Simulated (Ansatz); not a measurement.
Reactions of `[OH][Ti]([OH])([OH])[I]`.

Computed with Ansatz on PBE0-D4/def2-TZVP structures; ΔE is electronic, products minus reactants. CCSD(T)/CBS adds triple-zeta CCSD(T) − MP2 to the extrapolated MP2 energy (def2 sets, frozen cores). This one scheme is used for every species. Functionals use def2-TZVPP. def2 core potentials past Kr. For Br, I, Ti outer-core shells are correlated without core-valence functions, which leaves a few kJ/mol of doubt a bond. Scalar relativity is left out up to krypton. One conformer a species, not always the lowest.

| reaction | CCSD(T)/CBS(def2) (kJ/mol) |
| --- | --- |
| `[OH][Ti]([OH])([OH])[I]` + NH₃ → `[NH2][Ti]([OH])([OH])[OH]` + HI | ? |
| `[OH][Ti]([OH])([OH])[I]` + HBr → `[OH][Ti]([OH])([OH])[Br]` + HI | -7 |
| `[OH][Ti]([OH])([OH])[I]` + H₂O → `[OH][Ti]([OH])([OH])[OH]` + HI | ? |
| `[OH][Ti]([OH])([OH])[I]` + H₂S → `[OH][Ti]([OH])([OH])[SH]` + HI | 58 |
| `[OH][Ti]([OH])([OH])[I]` + H–F → `[OH][Ti]([OH])([OH])[F]` + HI | -9 |
| `[OH][Ti]([OH])([OH])[I]` + HCl → `[OH][Ti]([OH])([OH])[Cl]` + HI | -2 |

(1) Fill in the missing values. (Estimate.)

Largest T1 diagnostic: 0.025, for `[OH][Ti]([OH])([OH])[SH]`.

Results:

(1) The calculation gave: `[OH][Ti]([OH])([OH])[I]` + NH₃ → `[NH2][Ti]([OH])([OH])[OH]` + HI: +89.4 kJ/mol; `[OH][Ti]([OH])([OH])[I]` + H₂O → `[OH][Ti]([OH])([OH])[OH]` + HI: +37.3 kJ/mol.
